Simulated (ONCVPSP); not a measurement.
Reading a pseudo-wave (Zr (Z = 40))

Columns: radius, all-electron u(r) and pseudo u(r) of the 4p shell (level -35.65 eV) of zirconium in the configuration [Ar] 3d10 4s2 4p6 4d2 5s1.5; PBE, scalar-relativistic, ONCV scheme, ONCVPSP 4.0.1.

| r (bohr) | all-electron | pseudo |
| --- | --- | --- |
| 0.110 | 0.2692 | 0.0197 |
| 0.220 | -0.2443 | 0.0772 |
| 0.330 | -0.4930 | 0.1683 |
| 0.440 | -0.3577 | 0.2855 |
| 0.550 | -0.0447 | 0.4189 |
| 0.660 | 0.2889 | 0.5567 |
| 0.770 | 0.5681 | 0.6862 |
| 0.880 | 0.7696 | 0.7959 |
| 0.990 | 0.8950 | 0.8769 |
| 1.100 | 0.9554 | 0.9245 |
| 1.210 | 0.9654 | 0.9380 |
| 1.320 | 0.9390 | 0.9208 |
| 1.430 | 0.8888 | 0.8790 |
| 1.540 | 0.8241 | 0.8200 |
| 1.650 | 0.7523 | 0.7510 |
| 1.760 | 0.6783 | 0.6781 |
| 1.870 | 0.6058 | 0.6058 |
| 1.980 | 0.5368 | 0.5368 |
| 2.090 | 0.4727 | 0.4727 |
| 2.200 | 0.4141 | 0.4141 |
| 2.310 | 0.3612 | 0.3612 |
| 2.420 | 0.3140 | 0.3140 |
| 2.530 | 0.2721 | 0.2721 |
| 2.640 | 0.2353 | 0.2353 |
| 2.750 | 0.2030 | 0.2030 |
| 2.860 | 0.1748 | 0.1748 |

**Question.** How many radial nodes do the two functions have?

**Answer.** The all-electron 4p function has n − l − 1 = 2; the pseudo-wave has 0, since the states of the same l below it are removed with the core.

**Question.** At about which radius was the pseudo-wave matched?

**Answer.** 1.95 bohr. The columns agree to 0.0005 from 1.76 bohr on; several derivatives are matched, so the curves merge somewhat inside the radius.

**Question.** Is the pseudo-wave norm-conserving?

**Answer.** Yes: the ONCV scheme keeps the norm inside the radius equal to the all-electron one, which fixes the energy derivative of the logarithmic derivative at the level.
